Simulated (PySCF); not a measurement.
GeH₅O₃P.

```xyz
10

O     -0.3793     0.0968     1.8622
Ge    -0.2540     0.0161     0.0911
O     -1.1097     1.5038    -0.4027
O     -1.1098    -1.4382    -0.4686
P      1.8847    -0.1447    -0.7937
H     -0.7782     0.9365     2.1330
H     -1.2914     1.5408    -1.3514
H     -1.8658    -1.6431     0.0999
H      2.1885    -1.2725     0.0286
H      2.3953     0.7952     0.1539
```

Coordinates come from a B3LYP-D3(BJ)/def2-SVP optimisation. The structure was generated by enumeration, and PubChem lists no compound with its InChIKey, so it may never have been made. The values are those of a single conformer.

Method: PySCF with PBE/pcSseg-1. Non-relativistic, no solvent.

Computed absolute GIAO shielding of each atom: isotropic value and principal components (ppm):
```tsv
atom	σ(iso)	σ11	σ22	σ33	span
O1	247.1	209.0	226.5	305.8	96.8
Ge2	1178.3	1105.3	1170.2	1259.3	154.0
O3	237.8	197.2	222.1	294.0	96.8
O4	236.9	197.9	214.6	298.1	100.2
P5	563.8	511.2	580.4	599.8	88.6
H6	29.3	21.3	24.7	41.9	20.6
H7	29.6	22.0	24.6	42.1	20.2
H8	29.5	22.0	23.6	43.0	21.0
H9	29.0	23.8	26.7	36.5	12.7
H10	29.4	24.2	26.9	37.0	12.8
```
